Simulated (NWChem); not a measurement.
System meant: CH4FNSi2; SMILES F[Si@H]1C=N[SiH2]1

Input file for NWChem:

```
start job
memory heap 200 mb stack 900 mb global 1100 mb
geometry units angstroms noautoz
  F     -0.323573    -2.213748    -0.554910
  Si    -0.000082    -0.909715     0.368776
  C      1.445352     0.251852    -0.095325
  N      0.974169     1.449567    -0.113141
  Si    -0.822141     1.243966    -0.009937
  H      0.103606    -1.418483     1.771531
  H      2.528834     0.080124    -0.243442
  H     -1.473694     2.081418     1.040869
  H     -1.450707     1.537008    -1.330246
end
basis spherical
  * library def2-svp
end
dft
  odft
  mult 2
  xc b3lyp
  iterations 150
  mulliken
end
task dft energy
```

End of the output:

```
                                 NWChem DFT Module
                                 -----------------

 Summary of "ao basis" -> "ao basis" (spherical)
 ------------------------------------------------------------------------------
       Tag                 Description            Shells   Functions and Types
 ---------------- ------------------------------  ------  ---------------------
 F                          def2-svp                 6       14   3s2p1d
 Si                         def2-svp                 8       18   4s3p1d
 C                          def2-svp                 6       14   3s2p1d
 N                          def2-svp                 6       14   3s2p1d
 H                          def2-svp                 3        5   2s1p

 Summary of "ao basis" -> "ao basis" (spherical)
 ------------------------------------------------------------------------------
       Tag                 Description            Shells   Functions and Types
 ---------------- ------------------------------  ------  ---------------------
 F                          def2-svp                 6       14   3s2p1d
 Si                         def2-svp                 8       18   4s3p1d
 C                          def2-svp                 6       14   3s2p1d
 N                          def2-svp                 6       14   3s2p1d
 H                          def2-svp                 3        5   2s1p

  number of electrons :                   54
  multiplicity        :                    2
 ------------------------------------------------------------------------
  no. of electrons and multiplicity not compatible                  54
 ------------------------------------------------------------------------
 ------------------------------------------------------------------------
  current input line :
    24: task dft energy
 ------------------------------------------------------------------------
 ------------------------------------------------------------------------
 There is an error in the input file
 ------------------------------------------------------------------------
 For more information see the NWChem manual at https://nwchemgit.github.io

0: no. of electrons and multiplicity not compatible:Received an Error in Communication
```

Problem. What is wrong, and how is it mended?

Solution. The program refused the input. Cause: the multiplicity doesn't fit the number of electrons (an even count wants an odd multiplicity, and the reverse). This input runs:
```
start job
memory heap 200 mb stack 900 mb global 1100 mb
geometry units angstroms noautoz
  F     -0.323573    -2.213748    -0.554910
  Si    -0.000082    -0.909715     0.368776
  C      1.445352     0.251852    -0.095325
  N      0.974169     1.449567    -0.113141
  Si    -0.822141     1.243966    -0.009937
  H      0.103606    -1.418483     1.771531
  H      2.528834     0.080124    -0.243442
  H     -1.473694     2.081418     1.040869
  H     -1.450707     1.537008    -1.330246
end
basis spherical
  * library def2-svp
end
dft
  xc b3lyp
  iterations 150
  mulliken
end
task dft energy
```
It converges to -773.80937 Ha (B3LYP/def2-SVP).
